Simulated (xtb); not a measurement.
AlBr₂, SMILES [Br][Al+][Br], charge +1. All values are semi-empirical tight-binding results from xtb (GFN2-xTB unless named), good for trends rather than for accurate numbers. Coordinates come from a GFN2-xTB optimisation. The spin state was assumed, not searched. The isomer is the one that the SMILES or the coordinates give; other isomers of the formula were not compared.

Optimised geometry:

```xyz
3

Al     0.0000     0.0000     0.0000
Br     0.0000     0.0000    -2.2095
Br     0.0000     0.0000     2.2095
```
Charge +1, spin multiplicity 1.

For metal compounds this method's bond lengths and energies can be far off.

Computed properties:
```yaml
point_group_as_xtb_finds_it: D∞h
orbital_gap: 3.24 eV
zero_point_energy: 1.8 kcal/mol
G − E(el) at 298.15 K (modified RRHO): -15.0 kcal/mol
```

Q: Give the atomic charges and the Wiberg bond orders between heavy atoms. (The exact figures need the calculation; the answer reports its results.)

A: charges (e) Al1 0.57, Br2 0.21, Br3 0.21. Bond orders Al1–Br2 1.71, Al1–Br3 1.71.
